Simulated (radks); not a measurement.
Valence configurations of Mg (all share [Ne]). Method: non-relativistic Kohn-Sham, LDA (Slater exchange, Perdew-Wang correlation), spin-polarised, spherical densities, point nucleus; open shells are filled with parallel spins first; computed with a radial shooting solver on a logarithmic mesh with Libxc functionals. Energies are relative to 3s2; eigenvalues in eV for spin up.

| valence | E (eV) | moment (Bohr magnetons) | e(3p) | e(3s) |
|---|---|---|---|---|
| 3s2 | 0.000 | 0 | - | -4.775 |
| 3s1.5 3p0.5 | 1.564 | 1 | -1.993 | -5.563 |
| 3s1 3p1 | 2.802 | 2 | -2.449 | -6.173 |
| 3s0.5 3p1.5 | 4.684 | 2 | -2.751 | -6.552 |
| 3p2 | 6.602 | 2 | -3.026 | - |

NIST lists [Ne] 3s2 as the ground configuration; this level of theory agrees among the configurations tried. The energies are those of spherical high-spin densities, not of single terms.
